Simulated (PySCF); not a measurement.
Species: C4H10ClSi (doublet state).
Cartesian coordinates in Å at the GFN2-xTB level; atoms count from 1:
```
atom  x, y, z in Å
C1    -0.271   -1.431   -0.330
C2    -0.216   -0.099    0.412
Si3   -1.919    0.768    0.386
C4     0.875    0.826   -0.187
C5     2.233    0.276   -0.036
Cl6    2.972   -0.562   -1.315
H7    -0.522   -1.275   -1.378
H8     0.685   -1.949   -0.285
H9    -1.027   -2.079    0.108
H10    0.066   -0.303    1.451
H11   -2.912   -0.105    1.014
H12   -1.822    2.032    1.119
H13   -2.294    1.030   -1.005
H14    0.825    1.786    0.339
H15    0.657    0.998   -1.241
H16    2.662    0.098    0.935
```

The hyperfine couplings belong to this conformer and change with its torsions.

As a line formula: `C[C@H]([SiH3])C[CH]Cl` [radical].

Computed, not measured: UKS B3LYP, pcH-1 on C Cl H Si, non-relativistic, mean-field spin-orbit, GIAO in PySCF. Isolated species at its GFN2-xTB geometry (one conformer only). Couplings are sensitive to structure, and on GFN2-xTB geometries they can be far from those on DFT ones. Stability of the SCF solution: not tested.

**Question.** Predict the first-order ENDOR lines of H14, H16, H15, H10, H7/H8/H9, H11/H12/H13 and Cl6 under fast tumbling at B = 1216.9 mT (Q band).

**Answer.** For S = 1/2 in fast tumbling each set of equivalent nuclei gives two lines, ν± = |νn ± a/2| to first order, with νn = g_N μN B/h and μN/h = 7.62259 MHz/T.

```json
{"nuclei": "H14", "isotope": "1H", "g_N": "5.5857", "νn (MHz)": "51.81", "a_iso (MHz)": "60.98", "lower line (MHz)": "21.32", "upper line (MHz)": "82.30"}
{"nuclei": "H16", "isotope": "1H", "g_N": "5.5857", "νn (MHz)": "51.81", "a_iso (MHz)": "-56.07", "lower line (MHz)": "23.78", "upper line (MHz)": "79.85"}
{"nuclei": "H15", "isotope": "1H", "g_N": "5.5857", "νn (MHz)": "51.81", "a_iso (MHz)": "8.04", "lower line (MHz)": "47.79", "upper line (MHz)": "55.83"}
{"nuclei": "H10", "isotope": "1H", "g_N": "5.5857", "νn (MHz)": "51.81", "a_iso (MHz)": "-2.48", "lower line (MHz)": "50.57", "upper line (MHz)": "53.05"}
{"nuclei": "H7/H8/H9", "isotope": "1H", "g_N": "5.5857", "νn (MHz)": "51.81", "a_iso (MHz)": "0.94", "lower line (MHz)": "51.34", "upper line (MHz)": "52.28"}
{"nuclei": "H11/H12/H13", "isotope": "1H", "g_N": "5.5857", "νn (MHz)": "51.81", "a_iso (MHz)": "0.62", "lower line (MHz)": "51.50", "upper line (MHz)": "52.12"}
{"nuclei": "Cl6", "isotope": "35Cl", "g_N": "0.5479", "νn (MHz)": "5.08", "a_iso (MHz)": "6.82", "lower line (MHz)": "1.67", "upper line (MHz)": "8.49"}
```

**Question.** Which pairs are centred on the nuclear Larmor frequency, and which on half the coupling?

**Answer.** Centred on νn, since |a| < 2νn: H14, H16, H15, H10, H7/H8/H9, H11/H12/H13 and Cl6. No pair has |a| > 2νn.

Means are taken over nuclei equivalent by connectivity, which assumes that they swap fast.

Main isotope only: 35Cl (natural samples also hold 24 % 37Cl, magnetic too, which adds its own pattern).
